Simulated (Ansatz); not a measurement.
A made-up structure of SiHCl₃, closed shell:

```
5
angstrom
Cl 1.4170 -0.7310 0.5032
Si -0.0878 -0.0137 0.0815
Cl 0.0186 2.0882 -0.5312
Cl -0.1044 -1.1502 -1.2071
H -1.2434 -0.1934 1.1536
```

It is relaxed with PBE-D4/def2-SVP and then PBE0-D4/def2-TZVP (Ansatz 0.2.0). Atoms count as bonded within 1.22 times the sum of their covalent radii (H–H: 0.88 Å). The end point is not checked to be a true minimum.

Question: Does its bonding change? (Judge from chemistry; the calculation decides.)

Answer: By the calculation: Yes. Formed: none; broken: Cl1–Cl4.

Where it ends: The first stage lowers the energy by 5.98 eV in 5 steps. It ends as SiHCl₃ ([Cl][SiH]([Cl])[Cl]):
Cl1  (1.691, -0.571, 0.892)
Si2  (-0.081, -0.013, 0.075)
Cl3  (0.017, 1.934, -0.491)
Cl4  (-0.476, -1.171, -1.544)
H5  (-1.151, -0.179, 1.068)
(Å)

Labels in which every atom is bracketed show which atoms are joined, not bond orders.

For scale, one of the runs: PBE0-D4/def2-TZVP relaxation, 154 basis functions, launched by `ansatz run in.yaml --threads 2 --pin off --events-out ev --progress --plain --max-ram 4352MiB`. The run took about 17 s on 2 CPU threads of an Arm Neoverse V2 (shared host).
